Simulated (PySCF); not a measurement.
**SMILES N#Cc1cnccn1, C₅H₃N₃**

Geometry (Å), atoms numbered from 1 in this order:
```xyz
11

N     3.4332    0.7027   -0.1731
C     2.3030    0.5240   -0.1293
C     0.9146    0.2344   -0.0589
C     0.4832   -1.0677    0.2266
N    -0.8016   -1.3601    0.2963
C    -1.6659   -0.3791    0.0878
C    -1.2388    0.9161   -0.1936
N     0.0422    1.2208   -0.2665
H     1.1802   -1.8757    0.3996
H    -2.7128   -0.6405    0.1488
H    -1.9319    1.7278   -0.3636
```

The calculation used quadratic response CAM-B3LYP/def2-SVPD first hyperpolarisability, Taylor convention, gas phase (PySCF 2.14.0). Geometry: GFN2-xTB.

(1) Give the tensor of the second harmonic β(−2ω;ω,ω) at 1340 nm in the axes of these coordinates.

## Answers

(1) In au, Taylor convention; rows are the first index (the induced dipole):
```
      xx     yy     zz     xy     xz    yz
x  +86.3  +15.8  +15.5  -37.0   +7.7  +0.2
y  -36.5  +15.5   +1.5  +15.5   +0.2  -3.1
z   +7.6   -3.2   -0.8   +0.2  +15.2  +1.3
```
Norm of βᵢ = ⅓ Σⱼ (βᵢⱼⱼ + βⱼᵢⱼ + βⱼⱼᵢ): 119.0 au, hyper-Rayleigh value 48.6 au.
